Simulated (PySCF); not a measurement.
C₂H₁₀O₂Si₂, SMILES O([Si@](C)([SiH3])O)C. Geometry optimised at PBE-D3(BJ)/def2-SVP. The structure was generated by enumeration; whether it is a known compound was not checked. Other conformers were not sampled.

Q: Give the equilibrium geometry at PBE-D3(BJ)/def2-SVP (PySCF confirms it by a frequency run) as bond lengths and angles. (An estimate is asked for; the answer gives what the named calculation found.)

A: Several could match; the one computed here: 
Atoms: C1 O2 Si3 C4 O5 Si6 H7 H8 H9 H10 H11 H12 H13 H14 H15 H16. Bond lengths (Å): C1–O2 1.411, C1–H7 1.116, C1–H8 1.110, C1–H9 1.116, O2–Si3 1.688, Si3–C4 1.885, Si3–O5 1.677, Si3–Si6 2.355, C4–H10 1.109, C4–H11 1.110, C4–H12 1.110, O5–H13 0.974, Si6–H14 1.507, Si6–H15 1.505, Si6–H16 1.510. Angles (°): O2–C1–H7 112.6, O2–C1–H8 108.8, O2–C1–H9 112.4, H7–C1–H8 107.7, H7–C1–H9 107.6, H8–C1–H9 107.6, C1–O2–Si3 124.7, O2–Si3–C4 109.3, O2–Si3–O5 106.3, O2–Si3–Si6 110.6, C4–Si3–O5 112.6, C4–Si3–Si6 112.4, O5–Si3–Si6 105.4, Si3–C4–H10 110.6, Si3–C4–H11 111.3, Si3–C4–H12 110.9, H10–C4–H11 107.8, H10–C4–H12 108.2, H11–C4–H12 107.8, Si3–O5–H13 114.5, Si3–Si6–H14 111.8, Si3–Si6–H15 111.1, Si3–Si6–H16 109.6, H14–Si6–H15 108.9, H14–Si6–H16 107.4, H15–Si6–H16 107.9.
Charge 0, spin multiplicity 1.
